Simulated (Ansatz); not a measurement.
Ansatz (an electronic-structure program) input:

Ansatz 0.2 input:
```yaml
crystal:
  periodic: [false, false, false]
  atoms:
    - {symbol: Cl, position_ang: [-0.00000000, -0.00000000, -1.35630350]}
    - {symbol: Ge, position_ang: [0.00000000, 0.00000000, 0.72053623]}
basis:
  gaussian:
    orbitals: def2-SVPD
total_charge: 1
magnetization: {spin_polarized: false}
correlation: {method: ccsd_t, electrons: outside_noble_gas}
output: {forces: true}
```

**Question.** Which total energy does the run end on?

**Answer.** -2534.45206 Eh (CCSD(T)/def2-SVPD). The basis has 65 functions.
